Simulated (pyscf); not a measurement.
PySCF, gas phase, ωB97X-D3(BJ)/def2-SVP geometries.

SMILES: O[SiH]([SiH3])[Si](F)(F)F
```xyz
12

O     -0.2494    -2.1136    -0.8809
Si     0.3578    -0.6130    -1.3082
Si     1.3457     0.3547     0.5612
Si    -1.4363     0.7513    -1.8692
F     -2.6958    -0.1241    -2.3774
F     -1.9369     1.5945    -0.5865
F     -1.1139     1.8319    -3.0212
H     -0.8518    -2.5353    -1.5039
H      1.2769    -0.6652    -2.4842
H      0.3546     0.3620     1.6728
H      1.6972     1.7591     0.1986
H      2.5756    -0.3781     0.9748
```

Problem. How much does it cost (ΔH, 298 K, ωB97M-D3(BJ)/def2-TZVP) to split `[OH][SiH]([SiH3])[Si]([F])([F])[F]` at its Si–Si bond into HO–SiH•–SiH₃ + F–Si•(F)–F?

Solution. Si–Si to HO–SiH•–SiH₃ + F–Si•(F)–F: 80.6 kcal/mol. The 7 functionals that were run give +72.9 (PBE) to +85.0 kcal/mol (ωB97X-D3(BJ)/def2-TZVP). HO–SiH(SiH₃)–Si(F)(F)–F lies 35.2 kcal/mol over its isomer F–Si(F)(F)–O–SiH₂–SiH₃ (electronic energy, ωB97M-D3(BJ)/def2-TZVP). HO–SiH•–SiH₃ lies 22.9 kcal/mol over its isomer •H₂Si–O–SiH₃ (electronic energy, ωB97M-D3(BJ)/def2-TZVP).
